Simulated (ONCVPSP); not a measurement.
## Before and after: ONCV potential for Os (Z = 76)

osmium, optimised norm-conserving Vanderbilt (ONCV), made with ONCVPSP 4.0.1 (revPBE, fully relativistic). Core [Kr] 4d10 4f14, reference 5s2 5p6 5d6 6s1.75 6p0.25. Waves: 5s+6s: rc 1.70 bohr, ncon 4, nbas 8, qcut 7.4 1/bohr, 2 projectors; 5p+6p: rc 1.55 bohr, ncon 4, nbas 9, qcut 10.5 1/bohr, 2 projectors; 5d: rc 2.40 bohr, ncon 4, nbas 8, qcut 6.6 1/bohr, 2 projectors, debl 0.9 Ha. Local part: polynomial inside 1.05 bohr (lpopt 5, dvloc0 0 Ha). Core correction: Teter function, fcfact 2.75, rcfact 1.7.

Open shells are filled in proportion to 2j + 1.

All-electron outer shells of the reference configuration (revPBE, scalar-relativistic, ld1.x):

```csv
shell,level (eV),outermost node (bohr),outermost maximum (bohr)
4d,-273.31,0.21,0.44
5s,-91.98,0.51,0.91
4f,-52.40,–,0.40
5p,-51.28,0.55,1.03
5d,-6.66,0.60,1.36
6s,-6.42,1.20,2.48
6p,-1.47,1.44,3.51
```

Change: s: qcut 9.7.

Cutoffs: the cutoffs (Ha) at which the residual kinetic energy of the hardest occupied pseudo-wave falls to 1 and 0.1 mHa per electron; they do not see the model core or the augmentation charge, which bear on the density cutoff. Errors are all-electron minus pseudo energies relative to the spin-unpolarised reference configuration.

Q: How do hardness, ghosts and transferability respond?

A: The potential gets neither clearly harder nor softer (33 Ha and 39 Ha → 33 Ha and 39 Ha); the p channel sets the loose cutoff, while the largest relative change is in s, which becomes harder; of the 3 tests that both files solve, the error grows in 0 and shrinks in 1 by more than 15 % and 0.3 meV (median size 1.7 → 1.2 meV); neither file shows a bound ghost.

```tsv
quantity	base	changed
cutoff, loose	33 Ha	33 Ha
cutoff, tight	39 Ha	39 Ha
loose cutoff by channel	s 19 Ha, p 33 Ha, d 15 Ha	s 27 Ha, p 33 Ha, d 15 Ha
bound ghosts	none	none
GHOST(+) flags under 300 eV	s at 63.2 eV, d5/2 at 127.4 eV	s at 77.0 eV, d5/2 at 127.4 eV
tests with a reliable result	3 of 4	3 of 4
error for 5s2 5p6 5d6 6s2 6p0, meV [ΔE -1.21 eV]	-0.1	-0.1
error for 5s2 5p6 5d6 6s1 6p0, meV [ΔE 8.29 eV]	-1.7	-1.2
error for 5s2 5p5 5d6 6s2 6p0, meV [ΔE 56.41 eV]	-79	-84
s: phases at 1.73 bohr within 0.05 rad from the reference energy up to (Ha; the scan ends near 5)	2.1	n/a
p3/2: phases at 1.57 bohr within 0.05 rad from the reference energy up to (Ha; the scan ends near 5)	to the end of the scan	to the end of the scan
p1/2: phases at 1.57 bohr within 0.05 rad from the reference energy up to (Ha; the scan ends near 5)	to the end of the scan	to the end of the scan
d5/2: phases at 2.43 bohr within 0.05 rad from the reference energy up to (Ha; the scan ends near 5)	4.4	4.4
d3/2: phases at 2.43 bohr within 0.05 rad from the reference energy up to (Ha; the scan ends near 5)	to the end of the scan	to the end of the scan
rms error of d²Exc/dni dnj with the model core, mHa	2.14	2.16
```
